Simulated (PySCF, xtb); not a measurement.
HSn, SMILES [SnH] (connectivity only; charge and spin as stated), neutral, multiplicity 2.

Harmonic wavenumbers (cm⁻¹) from GFN2-xTB (xtb) at its own minimum, in rising order: 1426.

**Question.** What does B3LYP-D3(BJ)/def2-TZVPD (PySCF) give at its own minimum? (The exact figures need the calculation; the answer reports its results.)

**Answer.** 1681. Paired by order, the mean absolute difference is 255 cm⁻¹ and the zero-point energies are 2.0 and 2.4 kcal/mol.
